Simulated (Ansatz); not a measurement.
Two isomers of BH5O2Sn: A = `O[BH][SnH2][OH]`, B = `[BH2][SnH]([OH])[OH]`.

Isolated molecules relaxed with PBE0-D4/def2-TZVP in Ansatz; ΔE leaves out vibrations. CBS: MP2 limit from def2 TZ/QZ plus the TZ coupled-cluster correction, frozen cores. DFT in def2-TZVPP. B3LYP here is the variant with VWN-RPA as its local correlation; programs differ in this. Elements past krypton have def2 core potentials. For Sn outer-core shells are correlated without core-valence functions, which leaves a few kJ/mol of doubt a bond. One conformer a species, not always the lowest.

**Question.** Which is lower in electronic energy at CCSD(T)/CBS, and by how much? (Best estimate.)

**Answer.** Ansatz gave: A, by 26.1 kcal/mol.

**Question.** Give E(B) − E(A) in kcal/mol with B3LYP, r2SCAN-D4, B2PLYP, CCSD(T)/def2-TZVPP, HF/def2-TZVPP, ωB97M-V, CCSD/def2-TZVPP. (Estimate.)

**Answer.** Ansatz gave: B3LYP 28.2, r2SCAN-D4 28.6, B2PLYP 27.4, CCSD(T)/def2-TZVPP 27.8, HF/def2-TZVPP 25.6, ωB97M-V 28.7, CCSD/def2-TZVPP 27.6. None reverses the order clearly.

Largest T1 diagnostic: 0.015.

In def2-TZVPP, CCSD(T) changes the Hartree–Fock value by +2.2 kcal/mol (the triples alone add +0.2 kcal/mol) and MP2 by +1.4 kcal/mol.
